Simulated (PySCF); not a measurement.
C₄H₉ClSi.
Geometry (PBE0-D3(BJ)/def2-SVP, Å), atoms numbered from 1 in this order:
```xyz
15
C4H9ClSi angstrom
Cl    -0.0323   -2.9629    3.2396
C     -0.0159   -2.7816    1.4357
C      1.4295   -2.8264    0.9472
C      2.1668   -1.5579    1.4057
Si     0.8155   -0.2180    1.4027
C     -0.6202   -1.4271    1.0743
H     -0.6040   -3.6310    1.0600
H      1.3915   -2.8641   -0.1563
H      1.9252   -3.7508    1.2816
H      3.0274   -1.3249    0.7621
H      2.5481   -1.6867    2.4303
H      0.7061    0.5317    2.6887
H      0.9620    0.7767    0.2945
H     -1.5510   -1.2307    1.6236
H     -0.8598   -1.4203   -0.0033
```

Method: core-valence-separated Tamm–Dancoff BHandHLYP/aug-pcX-1 (pcseg-1 on H, def2-SVPD on Si, def2-SVPD on Cl) in PySCF, non-relativistic, gas phase, PBE0-D3(BJ)/def2-SVP geometry. No empirical shift is added; at this level the pattern usually sits a few eV under experiment.

The lowest roots of each edge with f over 0.003 (five at most, numbered afresh; weaker and dark ones are left out), with transition dipoles (au) in the frame of the coordinates:

| root | edge | E (eV) | f | μx | μy | μz |
| --- | --- | --- | --- | --- | --- | --- |
| 1 | C | 284.94 | 0.0719 | 0.0004 | -0.0082 | 0.1011 |
| 2 | C | 285.25 | 0.0100 | 0.0268 | 0.0262 | -0.0050 |
| 3 | C | 285.30 | 0.0138 | 0.0197 | -0.0249 | 0.0311 |
| 4 | C | 285.66 | 0.0130 | -0.0319 | 0.0164 | 0.0238 |
| 5 | C | 285.73 | 0.0218 | 0.0149 | -0.0284 | -0.0457 |

Molecules are fixed in this frame and the field points along x. What effective strengths 3 f cos²θ do the roots have (θ between field and μ)?

root 1 (C2): 0.000, root 2 (C4): 0.015, root 3 (C6): 0.008, root 4 (C4): 0.021, root 5 (C6): 0.005. Root 4 is the strongest. Averaged over all orientations cos²θ is 1/3, which gives f back.

One conformer stands for the species.
